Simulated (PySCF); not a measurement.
CdS, SMILES [S]=[Cd].

Geometry: B3LYP-D3(BJ)/def2-TZVPD. The def2 effective core potentials stand for the cores of Cd; spin–orbit coupling is left out.

Method: TDA-PBE/def2-TZVPD (PySCF).

Vertical excitations; the highest root listed may be one member of a degenerate set. The molecule is in vacuum. State labels are in the subgroup C2v.

Computed UV-visible absorptions:
```tsv
state	symmetry	energy (eV)	λ (nm)	f	main pairs
S1	B2	0.59	2098	0.002	HOMO→LUMO (degenerate set)
S2	B1	0.59	2098	0.002	HOMO−1→LUMO (degenerate set)
S3	A1	3.69	336	0.034	HOMO−2→LUMO 50 %, HOMO−1→LUMO+1 25 %, HOMO→LUMO+2 25 %
S4	A2	3.88	320	0.000	HOMO→LUMO+1 50 %, HOMO−1→LUMO+2 50 %
S5	A1	3.96	313	0.000	HOMO→LUMO+2, HOMO−1→LUMO+1 (degenerate set)
S6	A2	3.96	313	0.000	HOMO−1→LUMO+2, HOMO→LUMO+1 (degenerate set)
S7	B2	5.71	217	0.031	HOMO→LUMO+3 (degenerate set)
S8	B1	5.71	217	0.031	HOMO−1→LUMO+3 (degenerate set)
S9	A1	6.28	197	1.118	HOMO−2→LUMO 25 %, HOMO→LUMO+5 16 %, HOMO−1→LUMO+4 16 %, HOMO−1→LUMO+1 13 %
S10	A1	6.71	185	0.000	HOMO→LUMO+5 50 %, HOMO−1→LUMO+4 50 %
T3	A1	2.26	548	0	HOMO−2→LUMO 98 %
T4	A1	3.56	348	0	HOMO−1→LUMO+1 49 %, HOMO→LUMO+2 49 %
```
Triplets are in the Tamm–Dancoff approximation.
